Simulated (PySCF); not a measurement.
Computed Raman spectrum (relative Raman activity) of a molecule H₄OSeSi. Coordinates come from a r2SCAN-D4/def2-SVP optimisation. Other conformers were not sampled. Computed with r2SCAN-D4/def2-SVP in PySCF. Frequencies are harmonic and unscaled.

ν (cm⁻¹): 386 (w), 576 (w), 588 (w), 624 (w), 892 (w), 913 (w), 952 (w), 2214 (vs), 2227 (m), 2238 (s), 3786 (m) (against the strongest line: vs over 80 %, s over 45 %, m over 15 %, w over 4 %, vw less)

Problem. Which structure fits?
A) O[SiH2][SeH]
B) [SiH3]O[SeH]
C) O[Se][SiH3]

Solution. C, O[Se][SiH3]
